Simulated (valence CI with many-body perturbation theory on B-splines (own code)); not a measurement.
# Yb⁶⁴⁺: key properties

Computed by relativistic CI+MBPT: four valence electrons over a frozen Dirac-Fock core [He], a basis of 9 s, 9 p, 8 d, 6 f, 3 g, 1 h functions for each j, with the one-electron correlation potential Σ1 (screened to all orders), the two-electron term Σ2, the three-electron term Σ3, Breit, model QED; selected single and double excitations, second order for the rest, scaled by the run's own slope (own B-spline code, finite nucleus).

The last digits are not significant, and no measured levels were compared; by estimate large intervals hold to a few tenths of a per cent, small ones and those within an open d or f shell to about a per cent.

Levels are named by their leading jj configuration (3d3/2^4 stands for four electrons in 3d with j = 3/2), which in mixed levels can hold well under half, so a name can repeat and another be missing.

Rates and lifetimes use the calculated energies. Strong lines usually hold to 10 to 20 %, long lifetimes can be off by a factor of two.

Problem. What is the ground level?

Solution. (2s^2 2p1/2^2) J=0, composition 68 % 2s²2p² ³P + 31 % 2s²2p² ¹S.

Problem. Name the longest-lived excited levels whose lifetime is computed, and their main decay.

Solution. (2s^2 2p1/2 2p3/2) J=2 at 8947.6 × 10³ cm⁻¹ lives 30.0 ns, mostly by E2 to (2s^2 2p1/2^2) J=0; (2s^2 2p1/2 2p3/2) J=1 at 8802.0 × 10³ cm⁻¹ lives 124 ps, mostly by M1 to (2s^2 2p1/2^2) J=0; (2s 2p1/2^2 2p3/2) J=2 at 11028 × 10³ cm⁻¹ lives 35.0 ps, mostly by E1 to (2s^2 2p1/2 2p3/2) J=1.

Problem. Where does the other parity begin?

Solution. At (2s 2p1/2^2 2p3/2) J=2, 11028 × 10³ cm⁻¹.

Problem. Among levels below 80710 × 10³ cm⁻¹, which E1 lines absorb most strongly from the ground level?

Solution. to (2s^2 2p1/2 3d3/2) J=1 at 0.1285 nm, f = 1.09; to (2s 2p1/2^2 3p1/2) J=1 at 0.1309 nm, f = 0.343; to (2s 2p1/2^2 3p3/2) J=1 at 0.1263 nm, f = 0.311.

Problem. How well does LS coupling describe the low levels?

Solution. Among the lowest 20 levels the leading LS term, summed over configurations, holds 67 % on average. For single configurations the figures are 67 % in LS and 100 % in jj coupling. Terms mix most in the J = 1 level at 11691 × 10³ cm⁻¹, where the leading one holds 31 %.

Problem. What is the ionisation energy?

Solution. 16193 eV; NIST lists 16191 ± 24 eV (theoretical).

Problem. What are the static dipole polarisabilities of the lowest levels?

Solution. (2s^2 2p1/2^2) J=0 0.000105 bohr³, of which the core gives 2.84e-07.
